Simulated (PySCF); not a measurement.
n-butyl acetate (C₆H₁₂O₂), SMILES CC(OCCCC)=O.

Coordinates come from a TPSSh-D3(BJ)/def2-SVP optimisation. Other conformers were not sampled.

These are PySCF with TPSSh-D3(BJ)/def2-SVP values and carry that method's errors.

Harmonic, unscaled wavenumbers; measured fundamentals usually lie a few per cent lower.

Computed harmonic wavenumbers and intensities:
| mode | ν (cm⁻¹) | IR (km/mol) | moving atoms (share of kinetic energy) |
|---|---|---|---|
| 1 | 33 | 1.1 | H 38 %, C 34 %, O 28 % |
| 2 | 46 | 0.5 | H 75 %, O 15 %, C 10 % |
| 3 | 77 | 0.4 | H 53 %, C 39 % |
| 4 | 98 | 1.3 | C 56 %, O 23 %, H 22 % |
| 5 | 120 | 0.0 | C 53 %, H 40 % |
| 6 | 191 | 4.0 | H 37 %, O 35 %, C 28 % |
| 7 | 235 | 5.7 | C 46 %, O 33 %, H 21 % |
| 8 | 255 | 0.2 | H 86 %, C 12 % |
| 9 | 296 | 1.7 | C 65 %, H 22 %, O 13 % |
| 10 | 418 | 6.5 | C 61 %, H 29 %, O 11 % |
| 11 | 465 | 2.6 | C 39 %, O 37 %, H 24 % |
| 12 | 594 | 4.5 | C 49 %, H 34 %, O 17 % |
| 13 | 649 | 6.7 | C 52 %, O 32 %, H 16 % |
| 14 | 742 | 2.9 | H 94 % |
| 15 | 799 | 0.4 | H 88 %, C 12 % |
| 16 | 891 | 7.7 | C 44 %, H 33 %, O 23 % |
| 17 | 940 | 0.0 | H 86 %, C 13 % |
| 18 | 941 | 10.4 | H 40 %, O 34 %, C 26 % |
| 19 | 978 | 0.5 | C 45 %, H 35 %, O 19 % |
| 20 | 1041 | 15.8 | C 59 %, H 32 %, O 9 % |
| 21 | 1051 | 6.2 | H 51 %, C 46 % |
| 22 | 1075 | 71.7 | C 49 %, O 26 %, H 26 % |
| 23 | 1084 | 36.9 | C 51 %, H 42 % |
| 24 | 1147 | 3.8 | C 64 %, H 32 % |
| 25 | 1183 | 2.1 | H 56 %, C 42 % |
| 26 | 1245 | 0.9 | H 77 %, C 22 % |
| 27 | 1273 | 276.9 | H 50 %, C 39 %, O 11 % |
| 28 | 1287 | 183.2 | H 47 %, C 45 % |
| 29 | 1301 | 0.0 | H 89 %, C 10 % |
| 30 | 1320 | 0.2 | H 92 % |
| 31 | 1375 | 8.3 | H 73 %, C 27 % |
| 32 | 1389 | 74.9 | H 65 %, C 35 % |
| 33 | 1412 | 2.2 | H 75 %, C 25 % |
| 34 | 1427 | 8.0 | H 53 %, C 45 % |
| 35 | 1460 | 12.0 | H 95 % |
| 36 | 1467 | 8.3 | H 96 % |
| 37 | 1482 | 0.3 | H 94 % |
| 38 | 1490 | 0.5 | H 92 % |
| 39 | 1492 | 6.1 | H 97 % |
| 40 | 1500 | 1.8 | H 93 % |
| 41 | 1512 | 4.6 | H 91 %, C 8 % |
| 42 | 1832 | 242.5 | C 64 %, O 34 % |
| 43 | 3019 | 19.6 | H 95 % |
| 44 | 3027 | 20.9 | H 97 % |
| 45 | 3033 | 30.1 | H 95 % |
| 46 | 3045 | 33.2 | H 95 % |
| 47 | 3055 | 3.4 | H 97 % |
| 48 | 3055 | 5.1 | H 91 %, C 9 % |
| 49 | 3077 | 5.8 | H 90 %, C 10 % |
| 50 | 3102 | 25.6 | H 90 %, C 10 % |
| 51 | 3109 | 68.9 | H 91 %, C 9 % |
| 52 | 3116 | 32.6 | H 91 %, C 9 % |
| 53 | 3136 | 4.6 | H 91 %, C 9 % |
| 54 | 3185 | 5.8 | H 90 %, C 10 % |
